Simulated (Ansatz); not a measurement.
```yaml
crystal:
  periodic: [false, false, false]
  atoms:
    - {symbol: C, position_ang: [0.106612, -1.601318, -0.306289]}
    - {symbol: O, position_ang: [0.011538, -0.535482, 0.619857]}
    - {symbol: B, position_ang: [-0.041287, 0.753879, 0.223853]}
    - {symbol: S, position_ang: [-0.165520, 2.064155, 1.472173]}
    - {symbol: S, position_ang: [0.010760, 1.187344, -1.545671]}
    - {symbol: H, position_ang: [0.142612, -2.528838, 0.263463]}
    - {symbol: H, position_ang: [-0.763085, -1.620445, -0.969010]}
    - {symbol: H, position_ang: [1.014875, -1.514782, -0.909251]}
    - {symbol: H, position_ang: [-0.166022, 1.229214, 2.524694]}
    - {symbol: H, position_ang: [-0.067483, 2.514972, -1.370819]}
basis:
  gaussian: {orbitals: cc-pVDZ, fitting: {mean_field: cc-pVTZ-jkfit}}
hamiltonian: {xc: {name: HSE06}, dispersion: d3bj}
output: {forces: true}
```

```sh
$ ansatz run in.yaml --threads 4 --pin off --events-out ev --progress --plain --max-ram 10444MiB
```

Output, abridged:

```
Functional definition: HSE06
629 factors; integrals over basis functions are off by at most 1.0e-1 eV
629 factors; integrals over basis functions are off by at most 1.8e-7 eV
mean field evaluation 1: about -25499.4441 eV, gradient 4.0e1 eV
mean field evaluation 2: about -25495.2155 eV, gradient 6.1e1 eV
mean field evaluation 4: about -25503.0222 eV, gradient 2.1e0 eV
mean field evaluation 8: about -25503.0336 eV, gradient 4.7e-2 eV
mean field -25503.03364497 eV, -937.2191998757 hartree, gradient 3.5e-5 eV, S^2 0.000000; 0 other end points of the search recorded, 0 dependent functions left out
reference -25503.03368003 eV, -937.2192011641 hartree; 28, 28 occupied and 75, 75 virtual orbitals, 629 factors
Total energy: -25503.20449642 eV, -937.2254785507 hartree
Atom 0 at     0.106612    -1.601318    -0.306289 Å, force    -0.016858     0.194193     0.144942 eV/Å
Atom 1 at     0.011538    -0.535482     0.619857 Å, force     0.000305    -0.147368     0.182239 eV/Å
Atom 2 at    -0.041287     0.753879     0.223853 Å, force     0.000218     0.059319    -0.084892 eV/Å
Atom 3 at    -0.165520     2.064155     1.472173 Å, force    -0.011753     0.308655    -0.107793 eV/Å
Atom 4 at     0.010760     1.187344    -1.545671 Å, force     0.024447    -0.281681    -0.223871 eV/Å
Atom 5 at     0.142612    -2.528838     0.263463 Å, force     0.009868    -0.256227     0.155622 eV/Å
Atom 6 at    -0.763085    -1.620445    -0.969010 Å, force    -0.229221    -0.015847    -0.190564 eV/Å
Atom 7 at     1.014875    -1.514782    -0.909251 Å, force     0.242258     0.012670    -0.173985 eV/Å
Atom 8 at    -0.166022     1.229214     2.524694 Å, force     0.000111    -0.206671     0.261847 eV/Å
Atom 9 at    -0.067483     2.514972    -1.370819 Å, force    -0.019376     0.332957     0.036455 eV/Å
Dipole moment:     0.016295    -0.295450    -0.019516 e Å
```

Run time 0.85 s (4 threads of an Intel Xeon Platinum 8488C on a shared host); peak host memory 0.26 GiB.
